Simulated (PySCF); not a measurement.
Optical rotation: `C=CC1=C[C@@H](C)[C@@H]1F`, C$_{7}$H$_{9}$F

Geometry:
```json
{"atom": "C1", "x (Å)": "2.995", "y (Å)": "-0.215", "z (Å)": "-0.062"}
{"atom": "C2", "x (Å)": "1.909", "y (Å)": "-0.859", "z (Å)": "-0.479"}
{"atom": "C3", "x (Å)": "0.574", "y (Å)": "-0.376", "z (Å)": "-0.267"}
{"atom": "C4", "x (Å)": "-0.661", "y (Å)": "-0.794", "z (Å)": "-0.591"}
{"atom": "C5", "x (Å)": "-1.364", "y (Å)": "0.398", "z (Å)": "0.008"}
{"atom": "C6", "x (Å)": "-2.376", "y (Å)": "0.130", "z (Å)": "1.110"}
{"atom": "C7", "x (Å)": "0.055", "y (Å)": "0.854", "z (Å)": "0.449"}
{"atom": "F8", "x (Å)": "0.459", "y (Å)": "2.069", "z (Å)": "-0.048"}
{"atom": "H9", "x (Å)": "3.986", "y (Å)": "-0.597", "z (Å)": "-0.238"}
{"atom": "H10", "x (Å)": "2.924", "y (Å)": "0.724", "z (Å)": "0.462"}
{"atom": "H11", "x (Å)": "1.987", "y (Å)": "-1.797", "z (Å)": "-1.014"}
{"atom": "H12", "x (Å)": "-1.046", "y (Å)": "-1.667", "z (Å)": "-1.083"}
{"atom": "H13", "x (Å)": "-1.783", "y (Å)": "1.075", "z (Å)": "-0.740"}
{"atom": "H14", "x (Å)": "-1.949", "y (Å)": "-0.527", "z (Å)": "1.865"}
{"atom": "H15", "x (Å)": "-3.260", "y (Å)": "-0.350", "z (Å)": "0.696"}
{"atom": "H16", "x (Å)": "-2.677", "y (Å)": "1.061", "z (Å)": "1.585"}
{"atom": "H17", "x (Å)": "0.221", "y (Å)": "0.884", "z (Å)": "1.530"}
```

Theory: TDDFT PBE0/def2-SVPD circular dichroism and optical rotation, one conformer, gas phase in PySCF 2.14.0. Geometry: GFN2-xTB.

The molecule is flexible and this is one conformer; a measurement averages over conformers. States above about 6.8 eV (minus the energy of the highest occupied orbital) lie near or above the ionisation threshold and depend on the basis.

Stereocentres: C5 R, C7 S.

(1) Give the optical rotatory dispersion at 633, 589.3, 546, 436, 405, 365, 355 nm.

(2) And for the mirror image at 589.3 nm?

(3) What is the molar rotation [Φ] = [α]·M/100 of the geometry above at 589.3 nm?

Results:

(1) [α] in deg dm⁻¹ (g/mL)⁻¹:
| λ (nm) | origin-invariant length gauge | modified velocity gauge | length gauge (centre of mass) | isotropic polarisability (au) |
| --- | --- | --- | --- | --- |
| 633 | -241.4 | -236.3 | -241.1 | 89.8 |
| 589.3 | -286.4 | -280.4 | -286.1 | 90.4 |
| 546 | -345.7 | -338.3 | -345.4 | 91.2 |
| 436 | -630.2 | -616.1 | -630.2 | 94.6 |
| 405 | -784.2 | -766.3 | -784.5 | 96.3 |
| 365 | -1097.2 | -1071.4 | -1098.5 | 99.6 |
| 355 | -1208.6 | -1180.0 | -1210.4 | 100.7 |

(2) +286.4 deg dm⁻¹ (g/mL)⁻¹ (origin-invariant length gauge): the same size and the opposite sign.

(3) With M = 112.15 g/mol, -321.2 deg cm² dmol⁻¹ (origin-invariant length gauge).

The first excitation lies at 5.52 eV (224 nm) with R = -20.6 × 10⁻⁴⁰ esu² cm² (velocity form).
